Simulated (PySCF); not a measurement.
# Calculated properties of pivalamide (`CC(C)(C)C(N)=O`)

Compound: pivalamide, C₅H₁₁NO.
Bonds: C1–C2, C2–C3, C2–C4, C2–C5, C5–N6, C5–O7 (double). Hydrogens: H8, H9, H10 on C1; H11, H12, H13 on C3; H14, H15, H16 on C4; H17, H18 on N6.

Some functional groups and rings: amide.

GFN2-xTB geometry:

```
Point group of the GFN2-xTB geometry                  : Cs
Rotational constants A, B, C of the GFN2-xTB geometry : 3.306, 2.374, 1.985 GHz
```

PBE0/def2-SVPD ground state and vertical TDDFT (core frozen in the response) (PySCF):

```
Dipole moment                                                     : 3.70 D
HOMO energy                                                       : -7.24 eV
LUMO energy                                                       : 0.38 eV
HOMO–LUMO gap                                                     : 7.62 eV
Lowest singlet excitation                                         : 5.69 eV (218 nm, f = 0.001)
Strongest line among the 6 lowest singlet transitions             : S6 at 7.80 eV (159 nm, f = 0.149)
Lowest triplet excitation (Tamm–Dancoff)                          : 5.17 eV
Static isotropic polarisability                                   : 72.0 au
Electronic spatial extent ⟨r²⟩ about the centre of nuclear charge : 769 bohr²
```

From PBE0/pcSseg-1 ground state and GIAO shieldings, non-relativistic (PySCF):

```
Lowest Hirshfeld atomic charge                              : -0.29 e on O7
Highest Hirshfeld atomic charge                             : +0.18 e on C5
13C chemical shifts (computed TMS as zero) by class         : 179.2 (C5), 39.5 (C2), 30.0 (C1/C3/C4) ppm
1H chemical shifts (computed TMS as zero) by class          : 4.90 (H18), 4.55 (H17), 1.14 (H8/H9/H10/H11/H12/H13/H14/H15/H16) ppm
Isotropic shieldings of nuclei other than C and H, by class : 158 (N6), -84 (O7) ppm
Mayer bond orders between heavy atoms                       : C1–C2 1.00, C2–C3 1.04, C2–C4 1.00, C2–C5 0.87, C5–N6 1.19, C5–O7 1.96
```

Monoisotopic mass (most abundant isotopes): 101.0841 u.

The dipole equals about 12.4 × 10⁻³⁰ C·m (1 D = 3.33564 × 10⁻³⁰ C·m). The largest Löwdin shares of the HOMO are 0.65 on O7, 0.11 on C5, 0.10 on C2 and 0.06 on N6. With B = h/(8π²I), that is 505.379 GHz u Å² over I, the principal moments of inertia are 152.9, 212.9 and 254.6 u Å² (most abundant isotopes). The vertical singlet–triplet gap S1 − T1 is 0.52 eV (TDDFT singlet less Tamm–Dancoff triplet; S1: HOMO→LUMO+1, weight 0.98; T1: HOMO→LUMO+1, weight 0.97). The principal polarisabilities are 64.7, 74.7 and 76.8 au; their mean is the isotropic value. In wavenumbers S1 is 45900 cm⁻¹ (1 eV = 8065.54 cm⁻¹).

Isolated species at its GFN2-xTB geometry (one conformer only). NMR classes are plain means over equivalent atoms (diastereotopic ones count apart unless rotation or inversion swaps them), as if these changed places fast; in this geometry the members of some classes differ.

For the TDDFT job (PBE0/def2-SVPD), the run took about 1.8 min of CPU time (grids of density and orbitals included) (one thread, shared machine).

Shape of the structure used: `[CH3:1][C:2]([CH3:3])([CH3:4])[C:5]([NH2:6])=[O:7]`: C1–C2–C5–N6 -61°, H–N6–C5–C2 180°, H–N6–C5–C2 0°.
